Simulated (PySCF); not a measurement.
Ce(NH2)3 at several levels of theory

Computed with PySCF 2.14.0 (density fitting, no spin-orbit coupling) at the geometry relaxed with PBE0:

```xyz
10
Ce(NH2)3 (singlet in the valence; each metal's 4f electrons, 1 of them, lie in its core potential, out of spins and levels)
Ce   -0.0080   -0.0190   -0.1638
N     2.2670   -0.0045   -0.0101
H     2.8884   -0.8022    0.1395
H     2.8838    0.8098   -0.0425
N    -1.1362    1.9615   -0.2430
H    -2.1450    2.1189   -0.2074
H    -0.7225    2.8956   -0.2639
N    -1.1398   -1.9663    0.1903
H    -0.7369   -2.8912    0.3531
H    -2.1509   -2.1026    0.2479
```

```tsv
level	basis	state	HOMO (eV)	gap (eV)	charge on Ce1 (e)	population of f-type functions on Ce1 (polarisation alone where 4f lies in the core)	dipole about the centre of mass (D)	largest force component (eV/Å)
PBE0	Ce lcecp-1-SVP with ECP47, N def2-SVP, H def2-SVP	singlet	-5.84	4.77	0.99	0.07	0.53	0.02
BP86	the same	singlet	-4.64	2.93	0.80	0.06	0.50	0.44
PBE0	Ce lcecp-1-TZVP with ECP47, N def2-TZVP, H def2-TZVP	singlet	-6.03	4.91	1.56	0.09	0.58	0.44
```

In the lcecp rows the 4f levels are missing from HOMO and gap, and the state counts the valence alone.

Charges are Mulliken's, which hang on the basis. The relaxation used the grid (50, 194), these runs (75, 302) or, all-electron (x2c bases, spin-free X2C Hamiltonian), (99, 590).

Task: A further run in the first row's basis gives HOMO (eV) -4.54, gap (eV) 2.84, charge on Ce1 (e) 0.79, population of f-type functions on Ce1 (polarisation alone where 4f lies in the core) 0.06, dipole about the centre of mass (D) 0.48, largest force component (eV/Å) 0.39. Which level was it?
A. PBE
B. wB97X
C. TPSSh

Result: A. The others give HOMO -8.25 eV (wB97X); -5.08 eV (TPSSh).

In the first row's basis the gap widens with exact exchange: 2.8 to 2.9 eV for PBE, BP86 (none); 3.8 to 4.8 eV for TPSSh, PBE0 (a fixed share); 8.7 eV for wB97X (rising or full at long range).

No frequency check is given that shows the relaxed geometry to be a minimum, and it was reached by following one of several unstable modes of a saddle point. An lcecp potential fixes the number of 4f electrons, so in runs with it no electron can move into or out of that shell.
